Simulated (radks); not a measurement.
Results of a calculation; reference values are marked as such.
Problem. Ionisation of the neodymium ion Nd13+, [Kr] 4d10 5s1, to [Kr] 4d10 as the strength of local exchange is varied. Level of theory: Dirac Kohn-Sham, Slater X-alpha exchange (alpha = 2/3 is LDA exchange), no correlation, spin-unpolarised, spherical densities, finite nucleus; Fermi nuclear charge, rms radius 4.9123 fm (a radial shooting solver on a logarithmic mesh with Libxc functionals).

alpha  E(Nd13+) (hartree)  exchange (hartree)  IE (eV)  -e of the level emptied (eV)  <r> of it (bohr)
0.55           -9534.1625           -166.2448   239.88                230.71 (5s1/2)             1.216
0.619          -9555.0382           -187.4514   241.80                232.68 (5s1/2)             1.210
0.667          -9569.5834           -202.2499   243.14                234.05 (5s1/2)             1.206
0.866          -9630.0873           -264.0055   248.72                239.78 (5s1/2)             1.188
0.901          -9640.7623           -274.9343   249.70                240.79 (5s1/2)             1.185
0.93           -9649.6150           -284.0048   250.52                241.63 (5s1/2)             1.183
0.97           -9661.8368           -296.5384   251.65                242.79 (5s1/2)             1.180
x              -9570.4931           -203.1761   243.22                234.14 (5s1/2)             1.205

Which alpha was used in the last row?

Solution. alpha = 0.67. NIST Atomic Spectra Database: 243.0 eV (semi-empirical). The Delta-SCF value meets it near alpha = 0.66. Spin polarisation and multiplet splitting are left out, so open shells lie too high by an amount that depends on their filling.

Beside tabulated values, note that spin-unpolarised runs miss the spin-polarisation part of the exchange energy of open shells.
